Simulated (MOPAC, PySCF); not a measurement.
Constitutional and geometric isomers with formula C2H6OSi. Isolated molecules, 0 K electronic values unless said otherwise. One relaxed conformer stands for each flexible species; it need not be the lowest. Strings in code marks are SMILES.

Quantity: vertical ionisation energy (energy after one electron is removed minus that of the parent at the parent's geometry), in eV.

Level 1: PBE-D3(BJ)/def2-TZVP // B3LYP-D3(BJ)/def2-TZVP (PySCF)
Level 2: SVWN5/6-31G* // B3LYP-D3(BJ)/def2-TZVP (PySCF)
Level 3: minus the HOMO energy of AM1 // B3LYP-D3(BJ)/def2-TZVP (MOPAC)
Level 4: minus the HOMO energy of B3LYP-D3(BJ)/def2-TZVP (PySCF)

```tsv
species	level 2	level 3	level 4
`O/C=C/[SiH3]` (H–O–C–C torsion 0°)	9.01	9.63	6.86
`C/C=[SiH]\O` (C–Si–O–H torsion 0°)	7.84	8.26	5.59
`O=CC[SiH3]` (O–C–C–Si torsion 97°)	9.56	10.59	7.26
`C[Si](C)=O`	9.59	10.46	7.28
`C1C[SiH2]O1`	9.62	10.53	7.65
```

**Question.** What does level 1 give for each, and how far do the other levels lie from it on average?

**Answer.** 
- `O/C=C/[SiH3]` (H–O–C–C torsion 0°): 9.04
- `C/C=[SiH]\O` (C–Si–O–H torsion 0°): 7.81
- `O=CC[SiH3]` (O–C–C–Si torsion 97°): 9.58
- `C[Si](C)=O`: 9.55
- `C1C[SiH2]O1`: 9.72
Mean absolute difference from level 1, which has limits of its own, over these rows (drawn at random from the members that have all these levels): level 2 0.043 eV, level 3 0.76 eV, level 4 2.21 eV.
